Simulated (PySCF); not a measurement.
PySCF 2.14 output of an unrestricted r2SCANh calculation on a single atom or ion in def2-TZVPPD with the def2 core potential (60 electrons) (6s5p3d2f1g, 59 functions), with a scalar-relativistic core potential:

```
SCF conv_tol = 1e-09
number electrons alpha = 10  beta = 7
    M. Bursch, H. Neugebauer, S. Ehlert, and S. Grimme.,  J. Chem. Phys. 156, 134105 (2022)
cycle= 1 E= -134.494310808905  delta_E= -0.00718  |g|= 0.0106  |ddm|= 0.369
cycle= 2 E= -134.494357206087  delta_E= -4.64e-05  |g|= 0.00131  |ddm|= 0.0361
cycle= 3 E= -134.494358004975  delta_E= -7.99e-07  |g|= 0.000533  |ddm|= 0.00595
cycle= 4 E= -134.494358089806  delta_E= -8.48e-08  |g|= 5.09e-05  |ddm|= 0.000631
cycle= 5 E= -134.494358091037  delta_E= -1.23e-09  |g|= 1.51e-06  |ddm|= 0.000134
cycle= 6 E= -134.494358091039  delta_E= -1.96e-12  |g|= 8.15e-08  |ddm|= 3.3e-06
converged SCF energy = -134.494358091039  <S^2> = 3.7514269  2S+1 = 4.0007134
```

The run itself started from symmetry-adapted Hartree-Fock orbitals and held the occupation by maximum overlap, on a logarithmic radial grid, so the iterations belong to that start.

**Question.** Which element, charge and spin multiplicity is this?

**Answer.** Au²⁺ (gold, charge +2), multiplicity 4; the state was [Xe] 4f14 5d8 6s1, high-spin 4F determinant (an excited configuration).

Energies and moments cover only the electrons outside the core potential. Spin-orbit coupling, absent here, splits the open shell strongly.
